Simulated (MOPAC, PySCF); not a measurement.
C₄H₁₂O₄Si, SMILES `CO[Si](OC)(OC)OC`, neutral singlet in the gas phase. 

Z-matrix (Å, degrees):
```
Si
O 1 1.6455
C 2 1.4134 1 124.38
H 3 1.1008 2 108.50 1 171.09
H 3 1.1038 4 108.79 2 121.39
H 3 1.1051 4 108.25 5 117.59
O 1 1.6455 2 106.64 3 -44.57
C 7 1.4134 1 124.37 2 168.31
H 8 1.1008 7 108.50 1 -171.15
H 8 1.1038 9 108.79 7 -121.39
H 8 1.1051 9 108.26 10 -117.59
O 1 1.6455 2 115.29 3 73.58
C 12 1.4134 1 124.38 2 73.60
H 13 1.1008 12 108.50 1 171.09
H 13 1.1038 14 108.79 12 121.39
H 13 1.1051 14 108.25 15 117.59
O 1 1.6455 2 106.64 3 -168.26
C 17 1.4134 1 124.37 2 44.63
H 18 1.1008 17 108.50 1 -171.12
H 18 1.1038 19 108.79 17 -121.39
H 18 1.1051 19 108.26 20 -117.59
```
Charge 0, spin multiplicity 1.

All levels are single points at this geometry (r2SCAN-D4/def2-SVP); Pople sets use spherical d functions. Orbital energies aren't observables, and empty levels follow the basis.

PM6 in MOPAC gives gap (eV) = 11.20.

Problem. Estimate the gap (eV) from each of these levels: PBE-D3(BJ)/def2-TZVP in PySCF; r2SCAN-D4/def2-TZVP in PySCF; B3LYP/6-31G* in PySCF; B3LYP/LANL2DZ in PySCF; PBE/6-31G* in PySCF; SVWN5/6-31G* in PySCF; HF/3-21G in PySCF; PM3 in MOPAC.

Solution. 
```csv
level,gap (eV)
PBE-D3(BJ)/def2-TZVP in PySCF,6.63
r2SCAN-D4/def2-TZVP in PySCF,7.52
B3LYP/6-31G* in PySCF,9.19
B3LYP/LANL2DZ in PySCF,8.91
PBE/6-31G* in PySCF,7.02
SVWN5/6-31G* in PySCF,6.82
HF/3-21G in PySCF,18.18
PM3 in MOPAC,11.23
```
